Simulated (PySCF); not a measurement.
# Simulated absorption spectrum

Species: C2H6BP.
SMILES: `C#C[BH2-][PH3+]`

Theory: PySCF 2.14.0, density-fitted response routines, TDDFT CAM-B3LYP/def2-SVPD, vertical, gas phase, core orbitals frozen in the response. Geometry: PBE0-D3(BJ)/def2-SVP; no solvent, vibrations or thermal averaging.

Computed states:

```tsv
state	E (eV)	f
S1	5.82	0.0003
S2	6.23	0.037
S3	6.50	0.0002
S4	6.68	0.0041
S5	6.74	0.026
S6	6.94	0.0005
S7	6.98	0.0091
S8	7.14	0.012
S9	7.19	0.044
S10	7.72	0.278
```

Broadening: Gaussians 0.25 eV wide at half height, area fixed by f = 4.319×10⁻⁹ ∫ε dν̃. The width is an assumption, not a result. The curve ends short of the highest state used, and states not computed would add to its high-energy end.

Problem. What does the envelope look like, and where are its maxima?

Solution. 
```
λ (nm)  ε (L mol⁻¹ cm⁻¹)
 174.1              5486
 175.1              4491
 176.1              3446
 177.0              2680
 178.0              2130
 179.0              1912
 180.0              2002
 180.9              2292
 181.9              2732
 182.9              3122
 183.8              3285
 184.8              3169
 185.8              2757
 186.8              2166
 187.7              1604
 188.7              1063
 189.7               682
 190.6               501
 191.6               488
 192.6               678
 193.6              1073
 194.5              1589
 195.5              2287
 196.5              3007
 197.4              3558
 198.4              3936
 199.4              3986
 200.4              3705
 201.3              3230
 202.3              2568
 203.3              1888
 204.3              1287
 205.2               857
 206.2               512
 207.2               291
 208.1               171
 209.1                97
 210.1                62
 211.1                47
 212.0                42
 213.0                39
 214.0                36
 214.9                33
 215.9                28
 216.9                22
 217.9                17
 218.8                12
 219.8                 8
 220.8                 5
 221.7                 3
 222.7                 2
 223.7                 1
 224.7                 1
 225.6                 0
 226.6                 0
 227.6                 0
```

Maxima: 199 nm (6.23 eV), ε about 4000, made up of S2 (100%); 184 nm (6.74 eV), ε about 3300, made up of S4 (12%) and S5 (86%) (ε in L mol⁻¹ cm⁻¹; maxima over ε = 5, shares over 10%). At its high-energy end, 7.12 eV, the curve is still rising (ε about 5500, from S8 and S9).

Problem. Coming from long wavelengths, where does ε first pass 100 L mol⁻¹ cm⁻¹?

Solution. At about 209 nm (5.93 eV), 0.11 eV above S1.

Problem. On this curve, what absorbance would a 10⁻³ mol/L sample give at 193 nm over a 1 cm path?

Solution. 193 nm is 6.424 eV, where ε is about 810 L mol⁻¹ cm⁻¹, so A = ε c l ≈ 0.81 (Beer–Lambert, with the gas-phase spectrum and the assumed width).

Problem. Does any computed singlet lie in the visible range?

Solution. No computed singlet lies in the visible range (380 to 750 nm); the lowest, at 213 nm, stands 2.56 eV above its violet end (3.26 eV).

The vertical ionisation energy (ΔSCF) is 9.36 eV, 1.64 eV above S10.

Hardware: one thread of an x86-64 server, no GPU, on a shared host. Cost: 22 s.
